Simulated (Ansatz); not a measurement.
`C=[CH][GaH][Cl]` + HCl → `[Cl][GaH][Cl]` + `C=C` at 400 K and 1 bar (ligand exchange at a Ga–C bond).

Computed with Ansatz on PBE0-D4/def2-TZVP structures; ΔE is electronic, products minus reactants. CBS: MP2 limit from def2 TZ/QZ plus the TZ coupled-cluster correction, frozen cores. This one scheme is used for every species. For Ga outer-core shells are correlated without core-valence functions, which leaves a few kJ/mol of doubt a bond. Scalar relativity is left out up to krypton. Each species was taken in one conformer, which may not be the lowest.

```csv
species,CCSD(T)/CBS energy (Eh),H − E (kJ/mol),S (J/(mol·K))
`C=[CH][GaH][Cl]`,-2462.25636,159.2,362.7
HCl,-460.38127,29.6,195.4
`[Cl][GaH][Cl]`,-2844.19972,45.5,319.5
`C=C`,-78.48111,149.4,232.7
```

H − E and S are ideal-gas, rigid-rotor, harmonic terms from PBE0-D4/def2-TZVP, for one conformer and one mirror image of each species. 1 Eh = 2625.50 kJ/mol, R = 8.31446 J/(mol·K).

Task: By hand: ΔE, ΔH, ΔS and ΔG.

Result: ΔE = (-2844.19972) + (-78.48111) − (-2462.25636) − (-460.38127) = -0.04320 Eh = -113.4 kJ/mol. Δ(H − E) = 45.5 + 149.4 − 159.2 − 29.6 = 6.1, so ΔH = -107.3 kJ/mol. ΔS = 319.5 + 232.7 − 362.7 − 195.4 = -5.9 J/(mol·K). ΔG = -107.3 − 400 × (-5.9)/1000 = -104.9 kJ/mol.

Task: By hand: the equilibrium constant, and the temperature at which ΔG would vanish if ΔH and ΔS stayed fixed.

Result: log₁₀ K = −ΔG/(RT ln 10) = 13.7. ΔG = 0 at ΔH/ΔS = 18186 K, far beyond where these terms or the molecules hold.

The number of gas molecules stays the same, so ΔS is small and ΔH decides. A doubt of 5 kJ/mol in ΔE shifts log₁₀ K by 0.7 here. Other conformers and mirror images would add mixing entropy, several J/(mol·K) or more a flexible species. These are equilibria of isolated gas molecules and say nothing of rates. Largest T1 diagnostic: 0.012 (customary marks: 0.02 for closed shells, 0.045 for open ones).
